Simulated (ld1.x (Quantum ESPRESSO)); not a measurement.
## Ranking RRKJ potentials for silicon

All share these settings but for the change named:

ld1.x (Quantum ESPRESSO) 7.5 input, shortened:

```
&input
   title='Si', zed=14., rel=1, dft='BP', iswitch=3,
   config='[Ne] 3s2 3p0 3d-2'
 /
 &inputp
   pseudotype=2, tm=.false., rho0=0.02, lloc=0,
   nlcc=.true., new_core_ps=.true., rcore=1.10
 /
3
3P  2  1   0.00   0.00  2.00  2.00  0.0
3D  3  2  -2.00  -0.05  1.75  1.75  0.0
3S  1  0   2.00   0.00  1.85  1.85  0.0
 &test
   configts(1)='3s2 3p0'
 /
```

Test errors are all-electron minus pseudo excitation energies from the reference, over 3s2 3p2; 3s2 3p1; 3s1 3p0; 3s2 3p2.3; 3s1 3p2; 3s2 3p1.5; 3s1 3p3. None of these files shows a bound ghost.

The base gives 35.8 meV.

Of 10 variants that were run, those that failed, showed a ghost or another fault, or gave nearly equal values are left out.

A variant can come out equal or close to the base, since the largest error may sit in a test that the change hardly touches while other tests move.

Rank these variants by their largest absolute test error, smallest first.
A. wave 3s (bound): rc 1.85 bohr becomes 3s (bound): rc 1.52 bohr
B. wave 3s (bound): rc 1.85 bohr becomes 3s (bound): rc 2.12 bohr
C. wave 3s (bound): rc 1.85 bohr becomes 3s (bound): rc 2.60 bohr
D. wave 3s (bound): rc 1.85 bohr becomes 3s (bound): rc 1.20 bohr
E. wave 3s (bound): rc 1.85 bohr becomes 3s (bound): rc 2.26 bohr

A (34.2 meV), D (43.7 meV), B (51.9 meV), E (62.3 meV), C (114.9 meV).
